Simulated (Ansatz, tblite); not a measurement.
Forces on GaH2F at its PBE0-D4/def2-TZVP geometry. The state is a singlet with charge 0.

The xTB rows come from tblite.

GFN1-xTB (tblite), largest force 0.49 eV/Å:

```xyz
4
positions Å, forces eV/Å
Ga   -0.045   -0.020   -0.115    0.005    0.002    0.014
H    -0.277   -1.523   -0.445    0.088    0.448    0.147
H    -0.269    1.280   -0.939    0.085   -0.371    0.292
F     0.591    0.263    1.500   -0.178   -0.079   -0.452
```

GFN2-xTB (tblite), largest force 0.30 eV/Å:

```
Ga 0.105 0.047 0.268
H 0.002 0.180 -0.027
H 0.001 -0.179 0.036
F -0.109 -0.048 -0.277
```

PBE0-D4/def2-TZVP (Ansatz), largest force 0.00 eV/Å:

```
Ga -0.001 0.000 0.000
H 0.000 0.000 0.000
H 0.000 0.000 0.000
F 0.000 0.000 0.000
```
